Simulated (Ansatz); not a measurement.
Reaction (ligand exchange at the Si–F bond): `NC[SiH2]F` + CH₃OH → `CO[SiH2]CN` + H–F

Gas-phase electronic energies from Ansatz, PBE0-D4/def2-TZVP geometries. CCSD(T)/CBS adds triple-zeta CCSD(T) − MP2 to the extrapolated MP2 energy (def2 sets, frozen cores). This one scheme is used for every species. DFT in def2-TZVPP. One conformer a species, not always the lowest.

| species | PBE0-D4 energy (Eh) |
| --- | --- |
| `NC[SiH2]F` | -485.62431 |
| CH₃OH | -115.64111 |
| `CO[SiH2]CN` | -500.85634 |
| H–F | -100.39410 |

Problem. Work out ΔE.

Solution. ΔE = (-500.85634) + (-100.39410) − (-485.62431) − (-115.64111) = 0.01498 Eh = +9.4 kcal/mol. CCSD(T)/CBS gives +9.3 kcal/mol.

Largest T1 diagnostic among the species: 0.010.

The D4 term adds −2.5 kcal/mol with B3LYP and −1.5 kcal/mol with PBE0; it sums over pairs of atoms, weighted by their polarisabilities, and B3LYP, whose exchange is more repulsive, gets the larger term. In def2-TZVPP, CCSD(T) changes the Hartree–Fock value by −3.7 kcal/mol (the triples alone add −0.6 kcal/mol) and MP2 by −4.2 kcal/mol.

B3LYP here is the variant with VWN-RPA as its local correlation; programs differ in this.
